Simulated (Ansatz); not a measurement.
Start from `CN1C[SiH2]1` and change one element to get `C[As]1C[SiH2]1`.

Ansatz, PBE0-D4/def2-TZVP geometries, multiplicity 1. 

Scalar relativity is left out up to krypton.

```tsv
property	`CN1C[SiH2]1`
HOMO–LUMO gap (B3LYP/def2-TZVPP) / eV	5.82
HOMO energy (PBE/def2-TZVPP) / eV	-5.13
HOMO–LUMO gap (ωB97M-V/def2-TZVPP) / eV	10.22
size of the dipole moment (ωB97M-V/def2-TZVPP) / D	0.76
HOMO energy (B3LYP/def2-TZVPP) / eV	-6.16
LUMO energy (PBE/def2-TZVPP) / eV	-0.94
```

Problem. Give the same properties after the change, and the shifts. (Best estimate.)

Solution. Computed: 
```csv
property,`C[As]1C[SiH2]1`,shift
HOMO–LUMO gap (B3LYP/def2-TZVPP) / eV,5.94,0.12
HOMO energy (PBE/def2-TZVPP) / eV,-5.55,-0.42
HOMO–LUMO gap (ωB97M-V/def2-TZVPP) / eV,10.00,-0.22
size of the dipole moment (ωB97M-V/def2-TZVPP) / D,0.93,0.17
HOMO energy (B3LYP/def2-TZVPP) / eV,-6.32,-0.16
LUMO energy (PBE/def2-TZVPP) / eV,-0.96,-0.02
```

With PBE0 the HOMO falls by 0.14 eV and the LUMO falls by 0.08 eV, so the gap widens by about 0.06 eV. PBE moves the HOMO by -0.42 eV and ωB97M-V by 0.13 eV. Dipoles are sizes alone; their direction can turn.

B3LYP here is the variant with VWN-RPA as its local correlation; programs differ in this.
